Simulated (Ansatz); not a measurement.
All numbers were calculated with Ansatz.

Cl3FH2MoO2 (`[OH][Mo]([OH])([F])([Cl])([Cl])[Cl]`) at its PBE0-D4/def2-TZVP geometry, where that method's forces vanish. Charge 0, multiplicity 1. Mo takes the def2 core potential.

| atom | x (Å) | y (Å) | z (Å) |
| --- | --- | --- | --- |
| O1 | 0.474 | 1.090 | -1.349 |
| Mo2 | 0.074 | 0.137 | 0.181 |
| O3 | 0.220 | -1.523 | -0.608 |
| F4 | -1.670 | 0.434 | -0.440 |
| Cl5 | -0.877 | -1.167 | 1.885 |
| Cl6 | 2.255 | 0.124 | 0.783 |
| Cl7 | -0.256 | 1.857 | 1.641 |
| H8 | -0.223 | 1.392 | -1.946 |
| H9 | 0.005 | -2.343 | -0.146 |

(1) For each bond, give half the difference of the two atoms' forces along it (eV/Å; positive pushes the atoms apart) under PBE-D4, r2SCAN-D4, B3LYP-D4, ωB97M-V in def2-TZVPP. (Estimate.)

Answers

(1) The calculation gave: 
```json
{"bond": "O1–Mo2", "length (Å)": "1.846", "PBE-D4": "0.62", "r2SCAN-D4": "0.38", "B3LYP-D4": "0.33", "ωB97M-V": "-0.20"}
{"bond": "O1–H8", "length (Å)": "0.966", "PBE-D4": "0.21", "r2SCAN-D4": "-0.08", "B3LYP-D4": "-0.12", "ωB97M-V": "0.00"}
{"bond": "Mo2–O3", "length (Å)": "1.844", "PBE-D4": "0.55", "r2SCAN-D4": "0.35", "B3LYP-D4": "0.31", "ωB97M-V": "-0.21"}
{"bond": "Mo2–F4", "length (Å)": "1.875", "PBE-D4": "0.42", "r2SCAN-D4": "0.09", "B3LYP-D4": "0.23", "ωB97M-V": "-0.12"}
{"bond": "Mo2–Cl5", "length (Å)": "2.348", "PBE-D4": "-0.04", "r2SCAN-D4": "-0.02", "B3LYP-D4": "0.12", "ωB97M-V": "0.09"}
{"bond": "Mo2–Cl6", "length (Å)": "2.263", "PBE-D4": "0.17", "r2SCAN-D4": "0.17", "B3LYP-D4": "0.19", "ωB97M-V": "0.02"}
{"bond": "Mo2–Cl7", "length (Å)": "2.280", "PBE-D4": "-0.06", "r2SCAN-D4": "-0.02", "B3LYP-D4": "0.13", "ωB97M-V": "0.13"}
{"bond": "O3–H9", "length (Å)": "0.965", "PBE-D4": "0.22", "r2SCAN-D4": "-0.07", "B3LYP-D4": "-0.12", "ωB97M-V": "0.01"}
```

B3LYP here is the variant with VWN-RPA as its local correlation; programs differ in this.
